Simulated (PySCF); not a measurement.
# Sc (scandium, neutral) across methods

[Ar] 3d3, high-spin 4F determinant (an excited configuration). Computed with PySCF 2.14 in aug-cc-pwCVTZ (10s9p7d4f3g, 127 functions), with the non-relativistic Hamiltonian (point nucleus).

```tsv
method	E (hartree)	mean ε 3p α (eV)	mean ε 3p β (eV)	mean ε 3d α (eV)	Σ⟨r²⟩ (bohr²)	⟨S²⟩
UHF	-759.57513	-39.401	-35.978	-3.666	43.53	3.753
revPBE	-760.420	-29.630	-28.173	-1.198	50.22	3.750
M06-2X	-760.458	-34.476	-32.446	-2.499	43.82	3.751
r2SCAN	-760.475	-30.389	-28.583	-1.133	48.10	3.751
LDA	-758.577	-29.602	-28.192	-1.225	48.87	3.750
PW91	-760.536	-29.626	-28.167	-1.228	49.57	3.750
PBE0	-760.319	-32.143	-30.214	-1.816	46.79	3.751
```

Problem. Estimate the same row for PBE.

Solution. E (hartree) = -760.294; mean ε 3p α (eV) = -29.627; mean ε 3p β (eV) = -28.163; mean ε 3d α (eV) = -1.208; Σ⟨r²⟩ (bohr²) = 49.88; ⟨S²⟩ = 3.750.
